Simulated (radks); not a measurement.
Trend from Zn2+ to Hg2+: ionisation energy by Delta-SCF between NIST ground configurations, and size. All-electron calculation, Dirac Kohn-Sham, BLYP, spin-unpolarised, spherical densities, point nucleus; open shells are shared between the two j in proportion to 2j + 1. Program: a radial shooting solver on a logarithmic mesh with Libxc functionals.

species   configuration  configuration of the ion  IE (eV)  NIST (eV)  kind   -e(HOMO) (eV)  outermost  <r> outermost (bohr)  r at 0.001 e/bohr^3 (bohr)
Zn2+          [Ar] 3d10                  [Ar] 3d9   40.544     39.723  exp.  30.740 (3d5/2)      3d5/2                 0.885                        2.90
Cd2+          [Kr] 4d10                  [Kr] 4d9   37.895      37.47  exp.  30.059 (4d5/2)      4d5/2                  1.26                        3.26
Hg2+     [Xe] 4f14 5d10             [Xe] 4f14 5d9   35.401      34.49  exp.  27.906 (5d5/2)      5d5/2                  1.47                        3.48

Reference values: NIST Atomic Spectra Database (exp. = measured, semi-emp. = semi-empirical, theory = theoretical value adopted there). Spin polarisation and multiplet splitting are left out, so open shells lie too high by an amount that depends on their filling. Sharing an open shell by 2j + 1 raises it above the true ground level by a part of the spin-orbit splitting, which enters the differences from NIST.

Beside tabulated values, note that spin-unpolarised runs miss the spin-polarisation part of the exchange energy of open shells.
